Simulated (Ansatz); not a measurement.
`[OH][GeH2][GeH3]` + `CC[SiH3]` → `[SiH3]C[CH2][GeH3]` + `[OH][GeH3]`  (formal exchange of groups at a Ge–Ge bond)

Isolated molecules relaxed with PBE0-D4/def2-TZVP in Ansatz; ΔE leaves out vibrations. CBS: MP2 limit from def2 TZ/QZ plus the TZ coupled-cluster correction, frozen cores. For Ge outer-core shells are correlated without core-valence functions, which leaves a few kJ/mol of doubt a bond. Scalar relativity is left out up to krypton. One conformer a species, not always the lowest.

```json
{"species": "`[OH][GeH2][GeH3]`", "CCSD(T)/CBS(def2) energy (Eh)": "-4231.02019"}
{"species": "`CC[SiH3]`", "CCSD(T)/CBS(def2) energy (Eh)": "-369.99568"}
{"species": "`[SiH3]C[CH2][GeH3]`", "CCSD(T)/CBS(def2) energy (Eh)": "-2447.30183"}
{"species": "`[OH][GeH3]`", "CCSD(T)/CBS(def2) energy (Eh)": "-2153.69723"}
```

(1) Work out ΔE.

Largest T1 diagnostic among the species: 0.012.

## Answers

(1) ΔE = (-2447.30183) + (-2153.69723) − (-4231.02019) − (-369.99568) = 0.01681 Eh = +10.5 kcal/mol.

The D4 term adds −0.8 kcal/mol with B3LYP and −0.4 kcal/mol with PBE0; it sums over pairs of atoms, weighted by their polarisabilities, and B3LYP, whose exchange is more repulsive, gets the larger term.

B3LYP here is the variant with VWN-RPA as its local correlation; programs differ in this.
